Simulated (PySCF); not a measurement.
Spectrum to structure. The calculation used PySCF 2.14.0, density-fitted response routines, TDDFT wB97X-D/def2-SVPD, vertical, gas phase, core orbitals frozen in the response. Geometries: GFN2-xTB, one conformer each.

```json
{"state": "S1", "ν̃ (cm⁻¹)": "42400", "f": "0.0018", "main configurations (H = HOMO, L = LUMO)": "H→L+1 (59%), H→L+2 (23%)"}
{"state": "S2", "ν̃ (cm⁻¹)": "48480", "f": "0.0005", "main configurations (H = HOMO, L = LUMO)": "H-1→L (65%), H-2→L (9%)"}
{"state": "S3", "ν̃ (cm⁻¹)": "51590", "f": "0.0022", "main configurations (H = HOMO, L = LUMO)": "H-2→L (27%), H-1→L+2 (22%), H-3→L (18%)"}
{"state": "S4", "ν̃ (cm⁻¹)": "52850", "f": "0.0007", "main configurations (H = HOMO, L = LUMO)": "H-2→L+2 (32%), H-3→L+2 (25%), H-2→L+1 (12%)"}
{"state": "S5", "ν̃ (cm⁻¹)": "56680", "f": "0.0034", "main configurations (H = HOMO, L = LUMO)": "H→L (27%), H-3→L (27%), H-2→L (23%)"}
{"state": "S6", "ν̃ (cm⁻¹)": "60010", "f": "0.010", "main configurations (H = HOMO, L = LUMO)": "H→L+6 (37%), H→L+5 (21%), H→L+4 (12%)"}
{"state": "S7", "ν̃ (cm⁻¹)": "62350", "f": "0.024", "main configurations (H = HOMO, L = LUMO)": "H-4→L (34%), H-5→L (30%), H→L (11%)"}
{"state": "S8", "ν̃ (cm⁻¹)": "63810", "f": "0.045", "main configurations (H = HOMO, L = LUMO)": "H-3→L+1 (17%), H-2→L+1 (17%), H→L+1 (13%)"}
```

Question: Which structure fits? All have the formula C5H9NOSi.
A. `C1CC[Si@@](O)(N1)C#C`
B. `COc1cn([SiH3])cc1`
C. `[H]/N=C/CCO[SiH2]C#C`

Answer: C. Its S1, at 5.26 eV, is the lowest among the candidates; the nearest of the others has S1 at 5.71 eV. S1 is HOMO→LUMO+1 (59%), HOMO→LUMO+2 (23%). Löwdin shares by element: HOMO nitrogen 55%, carbon 22% or more, hydrogen 7% or more (atoms not listed hold the other 15%); LUMO carbon 45% or more, silicon 24%, hydrogen 6% or more (atoms not listed hold the other 25%). At the same level the other candidates give, for their lowest levels:
- `C#C[Si@@]1(O)CCCN1`: 6.20 eV (f 0.002); 6.37 eV (f 0.026); 6.42 eV (f 0.003); 6.64 eV (f 0.013); 7.03 eV (f 0.033); T1 5.19 eV; HOMO -8.81, LUMO 1.83 eV
- `COc1ccn([SiH3])c1`: 5.71 eV (f 0.003); 5.93 eV (f 0.063); 6.21 eV (f 0.020); 6.44 eV (f 0.008); 6.54 eV (f 0.063); T1 4.33 eV; HOMO -7.70, LUMO 1.86 eV

Shape of the structure used: `[H]/[N:8]=[CH:7]/[CH2:6][CH2:5][O:4][SiH2:3][C:2]#[CH:1]`: C2–Si3–O4–C5 55°, Si3–O4–C5–C6 -167°, O4–C5–C6–C7 67°, C5–C6–C7–N8 129°.
Triplets come from the Tamm–Dancoff approximation.
